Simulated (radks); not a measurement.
Effect of the nuclear size on neutral palladium, [Kr] 4d10. Method: Dirac Kohn-Sham, exchange-only LDA, spin-unpolarised, spherical densities, finite nucleus; Fermi nuclear charge, rms radius 4.5318 fm; computed with a radial shooting solver on a logarithmic mesh with Libxc functionals. The rms radius is varied about that value; shifts are against it.

rms radius (fm)  total energy shift (eV)  density at nucleus (e/bohr^3)  1s1/2 shift (meV)  2s1/2 shift (meV)  3p1/2 shift (meV)  4s1/2 shift (meV)  5s1/2 (empty) shift (meV)
3.9517                            -0.599                      1.346e+05               -252              -28.0              0.289             -0.992                     -0.062
4.3369                            -0.209                       1.33e+05              -88.2              -9.77              0.101             -0.346                     -0.022
4.5318                                 0                      1.322e+05              0.000              0.000              0.000              0.000                      0.000
4.9442                             0.469                      1.307e+05                198               21.9             -0.227              0.776                      0.048
5.3974                              1.02                      1.293e+05                432               47.9             -0.495               1.70                      0.105

Slopes of the eigenvalues against <r^2> in GHz/fm^2, as finite differences over the two radii next to the reference (eigenvalue slopes, not the field-shift constants of lines): 1s1/2 12300, 2s1/2 1360, 3p1/2 -14.1, 4s1/2 48.2, 5s1/2 (empty) 2.99.
